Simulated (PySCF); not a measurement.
# Structure from NMR data

The spectra below were simulated for a compound C₄H₉FOSi.

$^{1}$H NMR (300 MHz, computed): δ 5.46 (m, 1H), 5.42 (m, 1H), 3.88 (s, 3H), 2.60 (m, 1H), 1.96 (m, 1H), 1.24 (m, 1H), 1.03 (m, 1H).

$^{13}$C{$^{1}$H} NMR (computed): δ 99.3 (CH), 53.8 (CH3), 26.7 (CH2), 12.0 (CH2).

[PySCF: GFN2-xTB structure; shieldings: GIAO PBE0/pcSseg-1; rapidly exchanging positions averaged; one computed conformer; no solvent model; no relativistic terms]

Referencing at the same level of theory: TMS for $^{1}$H and $^{13}$C.

Q: Choose the structure that fits.
A. CO[C@@H]1[C@@H](F)[C@@H]1[SiH3]
B. C/C(=C/O[SiH3])CF
C. CCO/C=C\[SiH2]F
D. CO[Si@@H]1CC[C@H]1F
E. C=C(C)O[SiH2]CF

A: D. 

Rings plus π bonds: 1 (1 ring in the answer). 4 carbon signals for 4 carbons: no two carbons are equivalent. Carbon types of the structure: 1 × CH, 2 × CH2, 1 × CH3, leaving 1 H on heteroatoms. δC 99.3: sp3 CH bonded to F and Si; deshielded by the electronegative neighbour. δC 53.8: methyl carbon bonded to O; pulled downfield by the heteroatom. δC 26.7: sp3 CH2 in a ring; a saturated carbon with 2 carbon neighbours and no heteroatom attached. δH 5.46: hydrogen on an sp3 CH bonded to F and Si; its carbon carries F, hence the downfield position. δH 3.88: hydrogen on a methyl carbon bonded to O; its carbon carries O, an electronegative neighbour.

The others: C/C(=C/O[SiH3])CF would give 4 signals for carbon-bound and other non-exchanging H, not 7; CO[C@@H]1[C@@H](F)[C@@H]1[SiH3] would give 5 signals for carbon-bound and other non-exchanging H, not 7; CCO/C=C\[SiH2]F would give 5 signals for carbon-bound and other non-exchanging H, not 7; C=C(C)O[SiH2]CF would give 5 signals for carbon-bound and other non-exchanging H, not 7.

Splittings by $^{19}$F in the carbon and heteronuclear signals aren't shown, as no couplings were computed. Shifts are as computed. Against solution values, carbons near 30 ppm lie about +3 ppm off and those near 130 ppm about +5 ppm. Of 1211 compounds with measured shifts, 218 miss one by over three times the rms of a fit or turn the order of signals round; such compounds aren't used in these exercises. Multiplicities follow the n + 1 count of equivalent neighbours, as no J values were calculated; m marks all less simple cases, F and P coupling included.
